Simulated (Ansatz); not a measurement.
Ansatz (a quantum-chemistry and plane-wave program) input (HSE06/def2-TZVPD):

Ansatz 0.2 input:
```yaml
crystal:
  periodic: [false, false, false]
  atoms:
    - {symbol: Al, position_ang: [-0.00000000, -0.00000000, -0.02370278]}
    - {symbol: O, position_ang: [-0.00000000, -0.00000000, -1.72887262]}
    - {symbol: F, position_ang: [0.00000000, 0.00000000, 1.57101302]}
basis:
  gaussian:
    orbitals: def2-TZVPD
hamiltonian:
  xc: {name: HSE06}
total_charge: 1
magnetization: {spin_polarized: true, initial_magnetization: 1}
output: {forces: true}
```

End of the output:

```
integrals: 0.04 GiB planned
675 factors; their error is unknown
integrals: 0.07 GiB planned
57 factors; integrals over basis functions are off by at most 1.4e-5 eV
mean field: 0.47 GiB planned
mean field evaluation 1: about -11330.4567 eV, gradient 7.2e1 eV
mean field evaluation 2: about -11256.2393 eV, gradient 1.5e2 eV
mean field evaluation 4: about -11345.2872 eV, gradient 1.4e1 eV
mean field evaluation 8: about -11345.9646 eV, gradient 8.8e-2 eV
mean field evaluation 16: about -11345.9646 eV, gradient 6.4e-5 eV
mean field -11345.96458913 eV, -416.9565080796 hartree, gradient 6.4e-5 eV, S^2 0.753796; 0 other end points of the search recorded, 0 dependent functions left out
the calculation of the forces begins
reference -11345.96463560 eV, -416.9565097873 hartree; 15, 14 occupied and 108, 109 virtual orbitals, 675 factors
Total energy: -11345.96463560 eV, -416.9565097873 hartree
Atom 0 at    -0.000000    -0.000000    -0.023703 Å, force     0.000000    -0.000000     0.064841 eV/Å
Atom 1 at    -0.000000    -0.000000    -1.728873 Å, force    -0.000000     0.000000     0.142433 eV/Å
Atom 2 at     0.000000     0.000000     1.571013 Å, force    -0.000000     0.000000    -0.207274 eV/Å
Dipole moment:     0.000000     0.000000    -0.120332 e Å
```
